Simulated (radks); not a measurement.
Task: All-electron atom: Pr9+ in [Kr] 4d10 4f2 5s2. Method: scalar-relativistic Kohn-Sham, BLYP, spin-polarised, spherical densities, finite nucleus; open shells are filled with parallel spins first (spin-orbit coupling, left out, can overturn this in heavy ions); Fermi nuclear charge, rms radius 4.8919 fm; computed with a radial shooting solver on a logarithmic mesh with Libxc functionals. Some entries of the table are withheld. Estimate them.

orbital,occ.,eigenvalue (eV),r(max) (bohr)
1s down,1,-41952.94,0.01541
1s up,1,-41952.93,0.01541
2s up,1,-6861.128,0.08725
2s down,1,-6861.124,0.08725
2p down,3,-6154.148,0.07026
2p up,3,-6154.147,0.07026
3s up,1,-1583.852,0.2491
3s down,1,-1583.174,0.2490
3p up,3,-1359.870,0.2438
3p down,3,-1359.196,0.2438
3d up,5,-1045.172,0.2004
3d down,5,-1044.649,0.2004
4s up,1,-418.8008,0.5779
4s down,1,-416.9286,0.5777
4p up,3,-345.2232,0.6028
4p down,3,-343.3504,0.6026
4d up,5,-239.6756,0.6318
4d down,5,-237.8095,0.6316
5s up,1,-153.2242,1.269
5s down,1,-151.9093,1.272
5p up,0,-130.8265,(1)
5p down,0,-129.6847,(2)
4f up,2,-125.7700,(3)
4f down,0,-123.9661,(4)
6s up,0,-80.6209,2.435
6s down,0,-80.2357,2.446

Result: 
(1) 5p up r(max) (bohr): 1.381
(2) 5p down r(max) (bohr): 1.386
(3) 4f up r(max) (bohr): 0.6547
(4) 4f down r(max) (bohr): 0.6548
